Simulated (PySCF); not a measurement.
(E)-1-bromo-2-chloroprop-1-ene (C3H4BrCl), SMILES C/C(Cl)=C\Br. Geometry: PBE-D3(BJ)/def2-SVP.

Computed with PBE-D3(BJ)/def2-SVP (PySCF).

Harmonic wavenumbers (cm⁻¹): 144, 190, 194, 262, 364, 424, 697, 718, 762, 966, 1008, 1054, 1214, 1339, 1392, 1393, 1640, 2975, 3054, 3094, 3165. Rotational constants (GHz): 7.484, 0.9377, 0.8378; symmetry number 1.

Q: Work out the zero-point energy and the ideal-gas rigid-rotor harmonic-oscillator thermochemistry at 298.15 K and 1 atm.

A: ZPE = ½ Σ hcν = ½ × 26048 cm⁻¹ = 37.24 kcal/mol. H − E(el) = 41.72 kcal/mol. Entropy in cal/(mol K): translation 41.03, rotation 28.39, vibration 12.01, total 81.43. G − E(el) = 17.44 kcal/mol. Cp = 22.31 cal/(mol K). Modes under 150 cm⁻¹ make the vibrational entropy uncertain.
